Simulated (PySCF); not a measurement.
These 2 structures share the formula C5H3ClFN. Method: PBE0-D3(BJ)/def2-SVP geometry optimisation, gas phase in PySCF 2.14.0. Energies are electronic, without zero-point or thermal terms, for one conformer each. No frequencies were run at this level. Point groups hold within 0.08 Å.

Question: Rank from lowest to highest electronic energy at this level (kcal/mol).
A. 2-chloro-3-fluoropyridine, `Fc1cccnc1Cl`
B. 2-chloro-6-fluoropyridine (`FC1=NC(Cl)=CC=C1`)

Answer: B (0.0), A (8.3).

| SMILES | E (Eh) | E rel (kcal/mol) | dipole (D) | point group | A, B, C (MHz) |
| --- | --- | --- | --- | --- | --- |
| Fc1cccc(Cl)n1 | -806.21161 | 0.0 | 3.52 | Cs | 3432, 1259, 921.1 |
| Fc1cccnc1Cl | -806.19845 | 8.3 | 3.17 | Cs | 2969, 1611, 1044 |

How do the relative energies change in single points at PBE0/pcSseg-1 (no added dispersion term) on the same geometries?

| SMILES | PBE0-D3(BJ)/def2-SVP (kcal/mol) | PBE0/pcSseg-1 (kcal/mol) | shift |
| --- | --- | --- | --- |
| Fc1cccc(Cl)n1 | 0.0 | 0.0 | 0.0 |
| Fc1cccnc1Cl | 8.3 | 8.0 | -0.3 |

Each column counts from its own lowest isomer. The order is unchanged; the largest shift is 0.3 kcal/mol.

As an exercise, what shares would exp(−E/RT) give at 2000 K from these electronic energies alone (no entropy, no degeneracies)?

RT = 3.974 kcal/mol: Fc1cccc(Cl)n1 88.9 %, Fc1cccnc1Cl 11.1 %.
